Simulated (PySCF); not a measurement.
C₄H₄OSe, SMILES C=C1[Se]CC1=O. Atoms are numbered in the order given.

```xyz
10

C      2.0089     1.1255     0.0000
C      0.7848     0.5902     0.0000
Se     0.0421    -1.1933     0.0000
C     -1.5111     0.0668     0.0000
C     -0.5535     1.2693     0.0000
O     -0.8195     2.4399     0.0000
H      2.1034     2.2157     0.0000
H      2.9201     0.5235     0.0000
H     -2.1366     0.0022     0.9018
H     -2.1366     0.0022    -0.9018
```
Charge 0, spin multiplicity 1.

Geometry optimised at B3LYP-D3(BJ)/def2-SVP. This is a generated structure with no PubChem entry under its InChIKey; it may be hypothetical.

These are HF/pcSseg-1 (PySCF) values and carry that method's errors.

GIAO shieldings, no solvent; atoms listed in one row are averaged. δ = σ(ref) − σ: ¹³C against TMS (σ = 192.6 ppm); ⁷⁷Se against Me2Se (σ = 1942.8 ppm); ¹⁷O against H2O (σ = 333.0 ppm); ¹H against TMS (σ = 31.99 ppm), references at their B3LYP-D3(BJ)/def2-TZVP geometries, non-relativistic.

| nucleus | atoms | count | δ (ppm) |
|---|---|---|---|
| ¹³C | C5 | 1 | 197.6 |
| ¹³C | C2 | 1 | 162.3 |
| ¹³C | C1 | 1 | 133.2 |
| ¹³C | C4 | 1 | 50.7 |
| ⁷⁷Se | Se3 | 1 | 334.5 |
| ¹⁷O | O6 | 1 | 642.8 |
| ¹H | H7 | 1 | 7.36 |
| ¹H | H8 | 1 | 6.17 |
| ¹H | H9, H10 | 2 | 4.36 |
